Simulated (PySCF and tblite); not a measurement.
Values are calculated unless marked as measured or tabulated.
Rotation: stationary points, barriers and rates

System: C₄H₄NOS (charge -1), numbered as in [CH3:1][S:2]/[CH:3]=[C:4](/[O-:5])[C:6]#[N:7].

Motion: rotation about the C3–S2 bond (torsion C4–C3–S2–C1 from -91° to 91°, rising). Level: PBE0/pcSseg-1 + D3(BJ) on PBE0-D3(BJ)/def2-SVP stationary points, with GFN2-xTB thermal terms. Rates follow Eyring's equation with the number of equivalent paths and no tunnelling. (PySCF 2.14 with density fitting, tblite 0.8.)

```tsv
point	symmetry	E(GFN2) kcal/mol	E(DFT) kcal/mol	ZPE change kcal/mol	lowest mode cm⁻¹
start	C1	0.0	0.0	0.00	55
saddle	Cs	4.6	10.2	0.19	73i
end	C1	0.0	0.0	0.00	56
```

| Property | Result |
| --- | --- |
| Electronic barrier | 10.2 kcal/mol |
| Barrier with zero-point energy | 10.4 kcal/mol |
| ΔH‡ (298 K) | 9.7 kcal/mol |
| ΔS‡ (298 K, symmetry apart) | -4.9 cal/(mol K) |
| Paths | 1 equivalent path |
| End point | the same structure with atoms interchanged, or its mirror image |
| Mean lifetime of the start against this motion at 298 K | 24 µs |
| Cost | 2.4 min on 1 thread of Arm Neoverse V2 (shared host) (rough), peak memory 0.73 GiB, launched as `OMP_NUM_THREADS=1 python ens_run.py task.json out` |

| T/K | ΔG‡ kcal/mol | k s⁻¹ |
| --- | --- | --- |
| 150 | 10.7 | 0.00083 |
| 200 | 10.8 | 6 |
| 250 | 11.0 | 1270 |
| 298 | 11.2 | 4.2×10⁴ |
| 350 | 11.3 | 6.2×10⁵ |
| 400 | 11.5 | 4.4×10⁶ |
| 500 | 11.8 | 7×10⁷ |

ΔG and ΔG‡ leave out symmetry numbers and mirror images; rates count paths: 1 out.

The ion is treated without a counter-ion.
